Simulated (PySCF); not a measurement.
**Two-component Hartree-Fock for Dy³⁹⁺ (dysprosium, charge +39)**

Start: [Ar] 3d9; 3d3/2 filled at m_j = -1/2, +1/2, +3/2; 3d5/2 filled at m_j = -5/2, -3/2, -1/2, +1/2, +3/2, +5/2. Calculated with PySCF 2.14 in an uncontracted even-tempered set (16 s from 8.1 bohr⁻², ratio 2.8; 12 p from 11 bohr⁻², ratio 2.8; 8 d from 11 bohr⁻², ratio 2.8; 3 f from 41 bohr⁻², ratio 3): generalised Hartree-Fock with the X2C-1e Hamiltonian and a Gaussian nucleus; one run each with spin-orbit coupling (SO) screened by Boettger's factors, then bare. This is a chosen level, not necessarily the ground level.

| spinor shell | electrons | ε, screened SO (eV) | ε, bare SO (eV) | weight of nominal j (bare SO) | rms radius, bare SO (bohr) |
| --- | --- | --- | --- | --- | --- |
| 1s1/2 | 2 | -55869.1 | -55868.5 | 1.000 | 0.0240 |
| 2s1/2 | 2 | -10894.8 | -10894.8 | 1.000 | 0.0969 |
| 2p1/2 | 2 | -10438.6 | -10459.3 | 1.000 | 0.0826 |
| 2p3/2 | 4 | -9633.4 | -9626.3 | 1.000 | 0.0893 |
| 3s1/2 | 2 | -3728.3 | -3728.3 | 1.000 | 0.244 |
| 3p1/2 | 2 | -3528.4 | -3532.9 | 1.000 | 0.235 |
| 3p3/2 | 4 | -3352.9 | -3351.3 | 1.000 | 0.248 |
| 3d3/2 | 3 | -3036.5 | -3040.9 | 0.998 | 0.218 |
| 3d5/2 | 6 | -2997.8 | -2995.1 | 0.999 | 0.222 |

| quantity | screened SO | bare SO |
| --- | --- | --- |
| E (hartree) | -11166.48441 | -11166.94561 |
| M_J | 3/2 | 3/2 |
| ⟨J²⟩ | 3.750 | 3.750 |
| ⟨L²⟩ | 6.036 | 6.039 |
| ⟨S²⟩ | 0.786 | 0.789 |

Each row is a mean over spinors that exchange with the open shell spreads, by up to 21.082 eV (3p1/2).

Breit and QED terms are absent; they matter most for the inner s and p1/2 levels.

Densities and radii are taken from the X2C orbitals without a picture-change correction, which distorts them close to the nucleus.
